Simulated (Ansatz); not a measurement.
Other settings, tried on ErCl3.

```yaml
crystal:
  periodic: [false, false, false]
  atoms:
    - {symbol: Er, position_ang: [0.001224, -0.001312, 0.008619]}
    - {symbol: Cl, position_ang: [2.411072, -0.020520, 0.026000]}
    - {symbol: Cl, position_ang: [-1.184996, 2.096244, -0.012631]}
    - {symbol: Cl, position_ang: [-1.227300, -2.074422, -0.021998]}
basis:
  gaussian: {orbitals: def2-mTZVPP, nuclear_model: gaussian}
magnetization: {spin_polarized: true, initial_magnetization: 5}
hamiltonian: {xc: {name: B3LYP}}
```

```sh
$ ansatz run in.yaml --threads 4 --pin off --events-out ev --progress --plain --max-ram 8704MiB
```

Output, abridged:

```
Functional definition: B3LYP
basis functions trapped inside cores are left out: 1
1190 factors; integrals over basis functions are off by at most 1.1e-3 eV
mean field evaluation 1: about -65149.5813 eV, gradient 1.9e2 eV
mean field evaluation 2: about -63746.3478 eV, gradient 9.2e2 eV
mean field evaluation 4: about -65048.2033 eV, gradient 2.8e2 eV
mean field evaluation 8: about -65203.2703 eV, gradient 5.9e0 eV
mean field evaluation 16: about -65204.6848 eV, gradient 4.4e-1 eV
mean field evaluation 32: about -65204.7618 eV, gradient 4.5e-1 eV
mean field evaluation 64: about -65204.7654 eV, gradient 4.8e-1 eV
mean field evaluation 96: about -65204.7516 eV, gradient 5.9e-1 eV
mean field evaluation 128: about -65204.4684 eV, gradient 5.8e-1 eV
mean field -65204.76029048 eV, -2396.2307433011 hartree, gradient 2.6e-6 eV, S^2 8.756323; 10 other end points of the search recorded, 0 dependent functions left out
reference -65204.76057594 eV, -2396.2307537917 hartree; 48, 43 occupied and 104, 109 virtual orbitals, 1190 factors
Total energy: -65204.76057594 eV, -2396.2307537917 hartree
```

Hardware: 4 threads of Arm Neoverse V1 on a shared host. Wall time 2.7 min, peak host memory 0.92 GiB.

In the def2 sets Er takes a core potential; there is no spin–orbit coupling. B3LYP takes the VWN-RPA correlation. With an open 4f shell the SCF may have ended on a state above the lowest.
